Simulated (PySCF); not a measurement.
C7H18BNO.
SMILES with atom numbers: `[CH3:1][O:2][CH2:3][B@H-:4]1[CH2:5][CH2:6][CH2:7][N+:8]1([CH3:9])[CH3:10]` (hydrogens: H11, H12, H13 on C1; H14, H15 on C3; H16 on B4; H17, H18 on C5; H19, H20 on C6; H21, H22 on C7; H23, H24, H25 on C9; H26, H27, H28 on C10)

Computed by this run: PySCF 2.14.0, PBE0-D3(BJ)/def2-SVP geometry optimisation, gas phase; density fitting, grid level 1; the optimiser is geomeTRIC in internal coordinates, started from a GFN2-xTB structure with every atom displaced at random (about 0.01 Å).

Step 0: E = -11744.1080 eV
```
atom  x, y, z in Å  |  force x, y, z in eV/Å
C1      4.2407    0.4420    1.1110   -2.117   2.000   0.037
O2      2.8687    0.6828    0.7945    0.528  -0.237  -0.138
C3      2.4563    0.0867   -0.4520    0.760   0.075   1.142
B4      0.9872    0.5124   -0.8675   -0.792  -1.011  -0.293
C5      0.2567   -0.4949   -1.9742   -0.265   0.959   0.652
C6     -1.1347   -0.8420   -1.4085    0.300  -0.099   0.098
C7     -1.3620    0.1224   -0.2533   -0.324  -0.733  -0.320
N8     -0.0607    0.3277    0.4055   -0.506  -0.082   0.643
C9      0.2599   -0.8416    1.2388    0.576  -0.418  -1.422
C10    -0.0885    1.4945    1.2862   -0.255   0.331  -0.100
H11     4.8739    0.8989    0.3559    0.552   0.131  -0.436
H12     4.4191    0.9446    2.0752    0.152  -0.197  -0.020
H13     4.4149   -0.5972    1.1728    0.567  -1.801   0.183
H14     3.1506    0.4262   -1.2241    0.296   0.062  -0.541
H15     2.6186   -1.0117   -0.3595   -0.150   0.006  -0.129
H16     0.8823    1.6725   -1.1596   -0.023   0.603  -0.080
H17     0.1524    0.0123   -2.9326    0.036   0.133  -0.373
H18     0.8216   -1.3928   -2.1433    0.527  -0.827  -0.252
H19    -1.1605   -1.8842   -1.0423   -0.093   0.068  -0.072
H20    -1.9449   -0.7415   -2.1476   -0.028  -0.059   0.062
H21    -2.1452   -0.2250    0.4468    0.201   0.136   0.145
H22    -1.6778    1.0669   -0.6680   -0.133   0.771  -0.123
H23     1.2240   -0.6572    1.6850    0.552   0.047   0.374
H24     0.3433   -1.7199    0.5789    0.019   0.054   0.183
H25    -0.4880   -1.0345    1.9836   -0.761   0.013   0.658
H26     0.9157    1.6743    1.6382    0.616   0.003   0.285
H27    -0.7721    1.3399    2.1352   -0.059  -0.027  -0.028
H28    -0.3858    2.3773    0.7170   -0.176   0.099  -0.135
```

Step 1: E = -11744.3317 eV
```
atom  x, y, z in Å  |  force x, y, z in eV/Å
C1      4.1946    0.4948    1.1023    0.220  -0.645  -0.079
O2      2.8747    0.7451    0.7635   -0.042  -0.002   0.013
C3      2.4799    0.1074   -0.4385   -0.216   0.096  -0.189
B4      0.9642    0.4860   -0.8654    0.185   0.063   0.034
C5      0.2650   -0.4967   -1.9679    0.086  -0.156  -0.055
C6     -1.1313   -0.8390   -1.4118   -0.048  -0.017  -0.034
C7     -1.3768    0.1276   -0.2657   -0.044   0.143   0.004
N8     -0.0781    0.3113    0.4267    0.016  -0.030  -0.083
C9      0.2635   -0.8772    1.2218   -0.146   0.028   0.263
C10    -0.0786    1.4952    1.2968    0.075   0.000   0.021
H11     4.9007    0.8991    0.3463   -0.023  -0.009   0.057
H12     4.4157    0.9539    2.0750   -0.019   0.077   0.061
H13     4.3933   -0.6134    1.1809   -0.037   0.540  -0.005
H14     3.1588    0.4090   -1.2674   -0.046  -0.023   0.055
H15     2.6222   -0.9922   -0.3320    0.021  -0.004   0.041
H16     0.8544    1.6815   -1.1447   -0.013  -0.044   0.009
H17     0.1803    0.0032   -2.9457    0.011   0.004   0.033
H18     0.8368   -1.4278   -2.1522   -0.061   0.130   0.023
H19    -1.1805   -1.8776   -1.0458   -0.003  -0.003  -0.009
H20    -1.9414   -0.7439   -2.1521    0.007  -0.019   0.006
H21    -2.1515   -0.1854    0.4551   -0.016  -0.025   0.001
H22    -1.6593    1.1158   -0.6640    0.036  -0.056   0.049
H23     1.2378   -0.7032    1.6939   -0.025  -0.002   0.019
H24     0.3348   -1.7566    0.5761   -0.001  -0.059  -0.071
H25    -0.5090   -1.0523    1.9974    0.152   0.018  -0.141
H26     0.9450    1.6499    1.6619   -0.036  -0.015  -0.001
H27    -0.7742    1.3542    2.1401   -0.016   0.001   0.001
H28    -0.3750    2.3698    0.7075   -0.016   0.011  -0.023
```

Q: Estimate the geometry and energy of step 2. (The exact step hangs on the optimiser's Hessian estimate; all steps are aligned on step 1, rigid shifts and turns removed.)

A: E = -11744.3427 eV, largest force 0.146 eV/Å
```
atom  x, y, z in Å  |  force x, y, z in eV/Å
C1      4.2143    0.5090    1.0942    0.043  -0.139  -0.008
O2      2.8855    0.7358    0.7587   -0.011  -0.023   0.048
C3      2.4777    0.0951   -0.4389   -0.024   0.011  -0.031
B4      0.9680    0.4774   -0.8598    0.058   0.017   0.022
C5      0.2656   -0.5004   -1.9656    0.004  -0.041  -0.015
C6     -1.1380   -0.8314   -1.4173    0.002   0.019  -0.011
C7     -1.3789    0.1358   -0.2683   -0.015   0.025   0.009
N8     -0.0805    0.3040    0.4291    0.012  -0.035  -0.023
C9      0.2442   -0.8893    1.2264   -0.019  -0.004   0.017
C10    -0.0752    1.4862    1.3015    0.016   0.010   0.004
H11     4.9109    0.9159    0.3333   -0.011   0.012   0.001
H12     4.4222    1.0001    2.0569    0.001   0.019  -0.008
H13     4.4428   -0.5767    1.1999   -0.053   0.129  -0.008
H14     3.1506    0.3931   -1.2710   -0.005  -0.013  -0.009
H15     2.6225   -1.0039   -0.3268   -0.003  -0.003   0.011
H16     0.8620    1.6715   -1.1382   -0.020  -0.006   0.009
H17     0.1891    0.0043   -2.9406    0.007   0.010   0.002
H18     0.8315   -1.4302   -2.1500   -0.010   0.012   0.009
H19    -1.1987   -1.8707   -1.0549    0.000   0.000   0.003
H20    -1.9433   -0.7288   -2.1614    0.001  -0.004  -0.001
H21    -2.1603   -0.1744    0.4473    0.003  -0.009  -0.003
H22    -1.6475    1.1280   -0.6603    0.003  -0.007   0.002
H23     1.2145   -0.7263    1.7095    0.006   0.005  -0.001
H24     0.3128   -1.7676    0.5742    0.011   0.005   0.000
H25    -0.5317   -1.0617    1.9908    0.011   0.004  -0.021
H26     0.9458    1.6299    1.6751    0.000  -0.002   0.002
H27    -0.7797    1.3505    2.1387   -0.007   0.006  -0.002
H28    -0.3605    2.3637    0.7095    0.002   0.001   0.003
```

The energy changes by -0.0110 eV. The first-order estimate −F·Δx gives -0.0204 eV and the mean of the old and new forces, exact on a quadratic surface, -0.0116 eV. The step makes an angle of 81° with the force vector and moves no atom by more than 0.064 Å.

The cost below is that of the whole optimisation. The run took 6.4 min on one thread, Arm Neoverse N1 (aarch64), no GPU (shared host), and the process peaked at 1.0 GiB of memory.
